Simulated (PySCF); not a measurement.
## Nuclear quadrupole coupling in `CNB(C)C`

Species: C3H10BN.
Geometry (PBE0-D3(BJ)/def2-SVP, Å), atoms numbered from 1 in this order:
```
atom  x, y, z in Å
C1     2.0107    0.6204   -0.0039
N2     1.0616   -0.4403    0.2071
B3    -0.3307   -0.4180    0.0303
C4    -1.0610    0.9052   -0.4580
C5    -1.1581   -1.7333    0.3312
H6     2.5642    0.8724    0.9179
H7     1.4919    1.5296   -0.3348
H8     2.7565    0.3643   -0.7771
H9     1.4818   -1.3086    0.5196
H10   -0.9140    1.7317    0.2589
H11   -2.1455    0.7656   -0.5779
H12   -0.6647    1.2592   -1.4252
H13   -1.7072   -2.0516   -0.5720
H14   -1.9315   -1.5311    1.0922
H15   -0.5556   -2.5877    0.6794
```

Field gradients from the PBE0/pcSseg-1 density (PySCF, non-relativistic), principal values in atomic units, ordered |Vxx| ≤ |Vyy| ≤ |Vzz|:

```
atom      Vxx      Vyy      Vzz
  N2   0.1006   0.6179  -0.7184
  B3  -0.1739  -0.2400   0.4139
```

Task: Find the asymmetry η = (Vxx − Vyy)/Vzz and the couplings χ = eQV/h (234.96 MHz × Q in barn × V in au), with Q(14N) = 0.02044 b, Q(11B) = 0.04059 b.

Result: 
| atom | environment | nucleus | η | χzz (MHz) | χxx (MHz) | χyy (MHz) |
| --- | --- | --- | --- | --- | --- | --- |
| N2 | boron-bound nitrogen | 14N | 0.72 | -3.450 | 0.483 | 2.967 |
| B3 | three-coordinate boron | 11B | 0.16 | 3.948 | -1.658 | -2.289 |

The tensor is traceless: Vxx + Vyy + Vzz = 0.

Task: What is Vzz at B3 in SI units (1 au = 9.71736 × 10²¹ V/m²)?

Result: 0.4139 au = 4.022 × 10²¹ V/m².

Task: And the gradient at the other heavy atoms, for which no coupling is worked out here?

Result: 
```json
{"atom": "C1", "environment": "N-methyl carbon", "Vzz (au)": "0.227", "η": "0.17"}
{"atom": "C4", "environment": "sp3 carbon bound to boron", "Vzz (au)": "-0.145", "η": "0.26"}
{"atom": "C5", "environment": "sp3 carbon bound to boron", "Vzz (au)": "-0.154", "η": "0.13"}
```

Task: What couplings would deuterons (Q(2H) = 0.00286 b) have in place of the hydrogens, at this geometry?

Result: 
| atom | bonded to | bond length (Å) | Vzz (au) | η | χzz (kHz) |
| --- | --- | --- | --- | --- | --- |
| H6 | C1 | 1.104 | 0.2815 | 0.06 | 189 |
| H7 | C1 | 1.098 | 0.2899 | 0.06 | 195 |
| H8 | C1 | 1.104 | 0.2814 | 0.05 | 189 |
| H9 | N2 | 1.014 | 0.3981 | 0.16 | 268 |
| H10 | C4 | 1.104 | 0.2959 | 0.03 | 199 |
| H11 | C4 | 1.100 | 0.3000 | 0.02 | 202 |
| H12 | C4 | 1.104 | 0.2965 | 0.03 | 199 |
| H13 | C5 | 1.104 | 0.2952 | 0.02 | 198 |
| H14 | C5 | 1.104 | 0.2953 | 0.02 | 198 |
| H15 | C5 | 1.102 | 0.2984 | 0.01 | 200 |

Isolated species at its PBE0-D3(BJ)/def2-SVP geometry, gas phase. A larger basis could move these couplings by a tenth or more.
